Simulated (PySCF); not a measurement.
Compound: MeSiCl(SBu)2, C₉H₂₁ClS₂Si.
InChI=1S/C9H21ClS2Si/c1-4-6-8-11-13(3,10)12-9-7-5-2/h4-9H2,1-3H3

The closed-shell ground state was solved at several levels (PySCF, density fitting, gas phase, non-relativistic). One conformer (not necessarily the lowest) at the PBE0-D3(BJ)/def2-SVP geometry, without solvent, vibrations or thermal averaging.

```tsv
level	basis functions	HOMO (eV)	LUMO (eV)	gap (eV)	dipole (D)
PBE0/pcSseg-1	354	-7.09	0.22	7.31	2.65
wB97X-D/def2-SVPD	453	-8.83	1.62	10.45	2.55
```

Task: What might PBE/pcSseg-1 (354 basis functions) give for the same quantities?

Result: HOMO -5.87 eV, LUMO -0.71 eV, gap 5.16 eV, dipole 2.52 D.

Task: Over all these levels, which gives the widest orbital gap and which the narrowest?

Result: wB97X-D/def2-SVPD (range-separated hybrid) has the widest, 10.45 eV, and PBE/pcSseg-1 (GGA) the narrowest, 5.16 eV. Functional and basis both differ between the two, so the spread mixes both effects.

Task: How far do the dipole and the HOMO energy spread over the levels?

Result: The dipole runs from 2.52 to 2.65 D (mean 2.57 D) and the HOMO from -8.83 to -5.87 eV.
